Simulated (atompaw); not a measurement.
**An all-electron radial function and its pseudo partner (lead)**

Columns: radius, all-electron u(r) and pseudo u(r) of the 6p shell (level -3.70 eV) of lead in the configuration [Xe] 4f14 5d10 6s2 6p2; LDA (PW92), scalar-relativistic, PAW (atompaw) scheme, atompaw 4.2.0.5.

```json
{"r (bohr)": "0.108", "all-electron": "-0.1012", "pseudo": "0.0036"}
{"r (bohr)": "0.215", "all-electron": "0.0378", "pseudo": "0.0141"}
{"r (bohr)": "0.323", "all-electron": "0.1645", "pseudo": "0.0314"}
{"r (bohr)": "0.431", "all-electron": "0.0642", "pseudo": "0.0549"}
{"r (bohr)": "0.538", "all-electron": "-0.0978", "pseudo": "0.0836"}
{"r (bohr)": "0.646", "all-electron": "-0.2163", "pseudo": "0.1173"}
{"r (bohr)": "0.754", "all-electron": "-0.2612", "pseudo": "0.1546"}
{"r (bohr)": "0.862", "all-electron": "-0.2423", "pseudo": "0.1947"}
{"r (bohr)": "0.969", "all-electron": "-0.1808", "pseudo": "0.2359"}
{"r (bohr)": "1.077", "all-electron": "-0.0946", "pseudo": "0.2781"}
{"r (bohr)": "1.185", "all-electron": "0.0013", "pseudo": "0.3199"}
{"r (bohr)": "1.292", "all-electron": "0.0966", "pseudo": "0.3601"}
{"r (bohr)": "1.400", "all-electron": "0.1873", "pseudo": "0.3986"}
{"r (bohr)": "1.508", "all-electron": "0.2693", "pseudo": "0.4344"}
{"r (bohr)": "1.615", "all-electron": "0.3406", "pseudo": "0.4667"}
{"r (bohr)": "1.723", "all-electron": "0.4021", "pseudo": "0.4957"}
{"r (bohr)": "1.831", "all-electron": "0.4536", "pseudo": "0.5211"}
{"r (bohr)": "1.938", "all-electron": "0.4954", "pseudo": "0.5425"}
{"r (bohr)": "2.046", "all-electron": "0.5290", "pseudo": "0.5603"}
{"r (bohr)": "2.154", "all-electron": "0.5549", "pseudo": "0.5746"}
{"r (bohr)": "2.262", "all-electron": "0.5741", "pseudo": "0.5856"}
{"r (bohr)": "2.369", "all-electron": "0.5873", "pseudo": "0.5932"}
{"r (bohr)": "2.477", "all-electron": "0.5956", "pseudo": "0.5981"}
{"r (bohr)": "2.585", "all-electron": "0.5994", "pseudo": "0.6001"}
{"r (bohr)": "2.692", "all-electron": "0.5995", "pseudo": "0.5996"}
{"r (bohr)": "2.800", "all-electron": "0.5963", "pseudo": "0.5963"}
```

How many radial nodes do the two functions have?

The all-electron 6p function has n − l − 1 = 4 (the table is too coarse to show those close to the nucleus); the pseudo-wave has 0, since the states of the same l below it are removed with the core.

Where does each function peak?

Outermost all-electron maximum near 2.69 bohr, pseudo maximum near 2.58 bohr (to the table’s step).

Is the pseudo-wave norm-conserving?

No, it belongs to a PAW set: the norm inside the radius is not constrained, and the difference is carried by the augmentation charge.
